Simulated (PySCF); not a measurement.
B(Cl)(H)(iPr) (C3H8BCl), SMILES C(C)(BCl)C. Coordinates come from a PBE-D3(BJ)/def2-SVP optimisation. The values are those of a single conformer.

Computed equilibrium geometry at PBE-D3(BJ)/def2-SVP (PySCF confirms it by a frequency run) as Cartesian coordinates in Å (one conformer of several):
```xyz
13

B     -0.5039     0.7374     0.2602
Cl     0.6356     1.7046    -0.6766
H     -1.2779     1.3633     0.9599
C     -0.5695    -0.8254     0.1518
C     -0.8883    -1.4852     1.5085
C      0.5785    -1.5234    -0.5866
H     -1.4997    -0.9234    -0.4743
H     -1.1235    -2.5630     1.3864
H     -0.0186    -1.4161     2.1950
H     -1.7494    -1.0031     2.0134
H      0.7709    -1.0665    -1.5772
H      0.3666    -2.6020    -0.7390
H      1.5217    -1.4503    -0.0058
```
